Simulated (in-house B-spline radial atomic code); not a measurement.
## The vanadium ion V²⁺: [Ar] 3d2 7f1 (an excited or competing configuration)

All numbers are computed (Dirac-Hartree-Fock, average of configuration; Fermi nucleus of rms radius 3.6002 fm) with a B-spline radial code for spherical atoms, not measured.

Effective charges: Z_r = [3n² - l(l+1)]/(2<r>) from the radius, Z_e = n√(-2ε) from the energy, and Slater's rules. Values are occupation-weighted means over j.

| shell | electrons | ε (eV) | <r> (bohr) | Z_r | Z_e | Slater |
| --- | --- | --- | --- | --- | --- | --- |
| 1s | 2 | -5556.1 | 0.06639 | 22.59 | 20.21 | 22.70 |
| 2s | 2 | -691.51 | 0.3058 | 19.62 | 14.26 | 18.85 |
| 2p | 6 | -579.98 | 0.2729 | 18.32 | 13.06 | 18.85 |
| 3s | 2 | -120 | 0.9371 | 14.41 | 8.91 | 11.75 |
| 3p | 6 | -86.919 | 0.9968 | 12.54 | 7.58 | 11.75 |
| 3d | 2 | -44.141 | 1.168 | 8.99 | 5.40 | 4.65 |
| 7f | 1 | -2.5144 | 22.32 | 3.02 | 3.01 | 3.00 |

The least bound orbital is 7f5/2 at -2.514 eV, and it is also the most diffuse (<r> = 22.32 bohr).

Spin-orbit splittings of the orbital energies (j = l + 1/2 above j = l - 1/2 when positive): 2p 7.243 eV, 3p 0.9206 eV, 3d 0.07209 eV, 7f -4.168e-05 eV.

For the 1s electron the small component carries 0.681 % of the norm, the zero-frequency Breit interaction raises the level by 5.652 eV, self-energy by 2.704 eV, and vacuum polarisation lowers it by 0.2152 eV.
